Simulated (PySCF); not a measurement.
SMILES N1B([NH2+]B(NB1Cl)Cl)Cl (H4B3Cl3N3 (cation, charge +1)), PBE0/def2-SVP optimised geometry.

```
13

Cl    -2.01    -2.77    -0.01
B     -1.13    -1.28     0.00
N      0.31    -1.28     0.00
B      1.10    -0.13     0.00
Cl     2.83    -0.07     0.00
N      0.36     1.23     0.00
B     -1.19     1.23     0.00
Cl    -1.96     2.77     0.00
N     -1.81    -0.01     0.00
H      0.78    -2.18    -0.01
H      0.69     1.78     0.80
H      0.69     1.79    -0.80
H     -2.83    -0.03     0.00
```

Density from PySCF with PBE0/def2-TZVP at that geometry.

Minimum of the electron density along straight lines between bonded atoms, close to the bond critical point (lines longer than 1.1 times the sum of covalent radii, or with two minima, are not listed):

```
bond    length / Å  ρ at the minimum / e bohr⁻³  ∇²ρ there / e bohr⁻⁵  position (fraction from the first atom)
------  ----------  ---------------------------  --------------------  ---------------------------------------
Cl1–B2       1.734                        0.160                   [?]                                     0.70
B2–N3        1.443                        0.199                  0.39                                     0.33
N3–B4        1.388                        0.227                  0.52                                     0.67
B4–Cl5       1.727                        0.163                 -0.02                                     0.30
B4–N6        1.550                        0.158                  0.20                                     0.32
N6–B7        1.550                        0.158                  0.20                                     0.68
B7–Cl8       1.727                        0.163                 -0.02                                     0.30
B2–N9        1.443                        0.199                  0.39                                     0.33
B7–N9        1.388                        0.227                  0.52                                     0.33
N3–H10       1.018                        0.331                 -1.78                                     0.75
N6–H11       1.032                        0.320                 -1.66                                     0.75
N6–H12       1.032                        0.320                 -1.66                                     0.75
N9–H13       1.018                        0.331                 -1.78                                     0.75
```

Task: What belongs in the gaps?

Result: 
- Cl1–B2, ∇²ρ there / e bohr⁻⁵: -0.03
